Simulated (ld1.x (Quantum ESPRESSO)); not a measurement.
# An all-electron radial function and its pseudo partner (Ni (Z = 28))

Columns: radius, all-electron u(r) and pseudo u(r) of the 4s shell (level -5.64 eV) of nickel in the configuration [Ar] 3d8 4s2 4p0; PBE, scalar-relativistic, PAW scheme, ld1.x (Quantum ESPRESSO) 7.5.

```json
{"r (bohr)": "0.123", "all-electron": "-0.1338", "pseudo": "-0.0529"}
{"r (bohr)": "0.245", "all-electron": "-0.0862", "pseudo": "-0.1050"}
{"r (bohr)": "0.368", "all-electron": "0.1344", "pseudo": "-0.1571"}
{"r (bohr)": "0.490", "all-electron": "0.2603", "pseudo": "-0.2079"}
{"r (bohr)": "0.613", "all-electron": "0.2627", "pseudo": "-0.2580"}
{"r (bohr)": "0.735", "all-electron": "0.1830", "pseudo": "-0.3063"}
{"r (bohr)": "0.858", "all-electron": "0.0632", "pseudo": "-0.3531"}
{"r (bohr)": "0.980", "all-electron": "-0.0656", "pseudo": "-0.3975"}
{"r (bohr)": "1.103", "all-electron": "-0.1894", "pseudo": "-0.4397"}
{"r (bohr)": "1.225", "all-electron": "-0.2984", "pseudo": "-0.4786"}
{"r (bohr)": "1.348", "all-electron": "-0.3915", "pseudo": "-0.5146"}
{"r (bohr)": "1.470", "all-electron": "-0.4669", "pseudo": "-0.5467"}
{"r (bohr)": "1.593", "all-electron": "-0.5269", "pseudo": "-0.5750"}
{"r (bohr)": "1.715", "all-electron": "-0.5720", "pseudo": "-0.5986"}
{"r (bohr)": "1.838", "all-electron": "-0.6049", "pseudo": "-0.6178"}
{"r (bohr)": "1.960", "all-electron": "-0.6267", "pseudo": "-0.6319"}
{"r (bohr)": "2.083", "all-electron": "-0.6396", "pseudo": "-0.6410"}
{"r (bohr)": "2.205", "all-electron": "-0.6446", "pseudo": "-0.6447"}
{"r (bohr)": "2.328", "all-electron": "-0.6431", "pseudo": "-0.6431"}
{"r (bohr)": "2.450", "all-electron": "-0.6364", "pseudo": "-0.6364"}
{"r (bohr)": "2.573", "all-electron": "-0.6253", "pseudo": "-0.6253"}
{"r (bohr)": "2.695", "all-electron": "-0.6108", "pseudo": "-0.6108"}
{"r (bohr)": "2.818", "all-electron": "-0.5934", "pseudo": "-0.5934"}
{"r (bohr)": "2.940", "all-electron": "-0.5740", "pseudo": "-0.5740"}
{"r (bohr)": "3.063", "all-electron": "-0.5530", "pseudo": "-0.5530"}
{"r (bohr)": "3.185", "all-electron": "-0.5311", "pseudo": "-0.5311"}
```

Problem. How many radial nodes do the two functions have?

Solution. The all-electron 4s function has n − l − 1 = 3 (the table is too coarse to show those close to the nucleus); the pseudo-wave has 0, since the states of the same l below it are removed with the core.

Problem. At about which radius was the pseudo-wave matched?

Solution. 2.35 bohr. The columns agree to 0.0005 from 2.21 bohr on; several derivatives are matched, so the curves merge somewhat inside the radius.

Problem. Is the pseudo-wave norm-conserving?

Solution. No, it belongs to a PAW set: the norm inside the radius is not constrained, and the difference is carried by the augmentation charge.
